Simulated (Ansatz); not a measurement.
Si(CCH)2Me2 (C6H8Si). Charge 0, multiplicity 1. Geometry PBE0-D4/def2-SVP; atoms count from 1.

```tsv
atom	x (Å)	y (Å)	z (Å)
Si1	0.013	-0.015	0.060
C2	0.909	1.235	-0.956
C3	1.507	2.064	-1.616
H4	2.036	2.797	-2.200
C5	-1.320	-0.736	-0.988
C6	-2.206	-1.226	-1.663
H7	-2.987	-1.654	-2.267
C8	-0.757	0.831	1.540
H9	-1.332	0.108	2.139
H10	-1.436	1.634	1.218
H11	0.024	1.273	2.179
C12	1.203	-1.369	0.561
H13	2.031	-0.952	1.156
H14	1.628	-1.860	-0.327
H15	0.686	-2.131	1.165
```

(1) Estimate the Mulliken populations from the PBE0/def2-TZVP orbitals of Ansatz.

(2) And the Mayer bond orders between heavy atoms (over 0.3)?

## Answers

(1) 
```json
{"atom": "Si1", "charge (e)": "0.31"}
{"atom": "C2", "charge (e)": "-0.14"}
{"atom": "C3", "charge (e)": "-0.16"}
{"atom": "H4", "charge (e)": "0.18"}
{"atom": "C5", "charge (e)": "-0.14"}
{"atom": "C6", "charge (e)": "-0.16"}
{"atom": "H7", "charge (e)": "0.18"}
{"atom": "C8", "charge (e)": "-0.47"}
{"atom": "H9", "charge (e)": "0.14"}
{"atom": "H10", "charge (e)": "0.15"}
{"atom": "H11", "charge (e)": "0.14"}
{"atom": "C12", "charge (e)": "-0.47"}
{"atom": "H13", "charge (e)": "0.14"}
{"atom": "H14", "charge (e)": "0.15"}
{"atom": "H15", "charge (e)": "0.14"}
```
Mulliken values depend strongly on the basis.

(2) Si1–C2 1.02 (1.84 Å); Si1–C5 1.02 (1.84 Å); Si1–C8 1.01 (1.87 Å); Si1–C12 1.01 (1.87 Å); C2–C3 2.65 (1.22 Å); C5–C6 2.65 (1.22 Å).
